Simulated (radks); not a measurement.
Values are calculated unless marked as measured or tabulated.
Rb XXI, configuration [Ne] 3s2 3p5 (the NIST ground configuration). Code: a radial shooting solver on a logarithmic mesh with Libxc functionals. Model: scalar-relativistic Kohn-Sham, r2SCAN, spin-unpolarised, spherical densities, finite nucleus; meta-GGA in the generalised Kohn-Sham scheme; Fermi nuclear charge, rms radius 4.2036 fm.

Local quantities along the radius. ELF = 1/(1 + alpha^2) is the electron localisation function; alpha = (tau - tau_W)/tau_unif compares the Pauli kinetic energy density with that of the uniform gas; s = |grad rho|/(2 (3 pi^2)^(1/3) rho^(4/3)) is the reduced gradient. tau is taken from the large components.

r (bohr)    ELF    alpha       s
0.002958  1.000  0.02180  0.4947
0.003672  0.999  0.02307  0.4813
0.004593  0.999  0.02505  0.4736
0.005747  0.999  0.02797  0.4721
0.007132  0.999  0.03210  0.4764
0.008923  0.999  0.03852  0.4874
0.01116   0.998  0.04854  0.5058
0.01385   0.996  0.06415  0.5318
0.01733   0.992  0.09185  0.5687
0.02169   0.980   0.1429  0.6170
0.02691   0.946   0.2384  0.6728
0.03367   0.839   0.4386  0.7285
0.04212   0.596   0.8232  0.7444
0.05228   0.363    1.325  0.6570
0.06541   0.310    1.492  0.4565
0.08183   0.464    1.076  0.3095
0.1016    0.694   0.6647  0.3175
0.1271    0.821   0.4669  0.4359
0.1577    0.816   0.4745  0.6224
0.1973    0.551   0.9019  0.8527
0.2468    0.156    2.327  0.7805
0.3063    0.233    1.812  0.3088
0.3832    0.734   0.6015  0.3394
0.4794    0.885   0.3611  0.6754
0.595     0.851   0.4184   1.239
0.7444    0.616   0.7900   2.489
0.9314    0.147    2.406   5.883
1.156     0.007    11.83   16.81
1.446     0.000    117.3   67.28

On this mesh the ELF has minima near r = 0.058, 0.28 bohr, which separate the shells, and maxima near 0.14 (0.84), 0.48 (0.88).

Self-consistent cycle (total energy in hartree, residual of the potential): 1: -2735.361795, 3e+01; 2: -2742.761257, 2e+01; 3: -2748.687004, 4e-01; 4: -2748.694436, 2e-01; 5: -2748.699796, 7e-03; 6: -2748.699770, 2e-03; 7: -2748.699783, 1e-04; 8: -2748.699783, 3e-05; 9: -2748.699783, 2e-05; 10: -2748.699783, 2e-06.
